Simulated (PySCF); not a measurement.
**Steps of a relaxation of [Dy(H2O)]3+**

[Dy(H2O)]3+ (singlet in the valence; each metal's 4f electrons, 9 of them, lie in its core potential, out of spins and levels). PySCF 2.14.0, RKS PBE, Dy lcecp-1-SVP with ECP55, O def2-SVP, H def2-SVP; non-relativistic Hamiltonian with scalar-relativistic core potentials where named; density fitting; no spin-orbit coupling. Origin of the start: template. Columns: position (Å) and force (eV/Å). Energies are counted from the last step; some of the 7 steps are shown. Forces carry noise of the integration grid, about 0.01 to 0.03 eV/Å.

Run from Python with OMP_NUM_THREADS=2. Where DIIS fails, smearing, a level shift and second-order steps follow.
It took 6.7 s on 2 threads of Intel(R) Xeon(R) 6975P-C (Granite Rapids), with other jobs on the host, from the converged density of the start.

```xyz
4
step 0  E = 0.367 eV
Dy    0.0000    0.0000   -0.2488     0.00    0.00    1.81
O     0.0000    0.0000    2.1987     0.00    0.00   -3.73
H     0.7700    0.0000    2.7887     1.32    0.00    0.96
H    -0.7700    0.0000    2.7887    -1.32    0.00    0.96
```

```xyz
4
step 2  E = 0.018 eV
Dy    0.0000    0.0000   -0.0977     0.00    0.00    0.34
O     0.0000    0.0000    2.1025     0.00    0.00    0.64
H     0.7989    0.0000    2.7612    -0.49    0.00   -0.49
H    -0.7989    0.0000    2.7612     0.49    0.00   -0.49
```

```xyz
4
step 4  E = 0.000 eV
Dy    0.0000    0.0000   -0.0715     0.00    0.00    0.02
O     0.0000    0.0000    2.1080     0.00    0.00   -0.09
H     0.7891    0.0000    2.7454     0.05    0.00    0.03
H    -0.7891    0.0000    2.7454    -0.05    0.00    0.03
```

Question: Where does the relaxation end?

Answer: It converges at step 6 in C2v:
```xyz
4
step 6  E = 0
Dy    0.0000    0.0000   -0.0707
O     0.0000    0.0000    2.1069
H     0.7902    0.0000    2.7455
H    -0.7902    0.0000    2.7455
```

Question: How did the contacts change?

Answer: 
```json
{"contact": "Dy1–O2 (H2O)", "start (Å)": "2.447", "end (Å)": "2.178"}
```


An lcecp potential fixes the number of 4f electrons, so in runs with it no electron can move into or out of that shell.
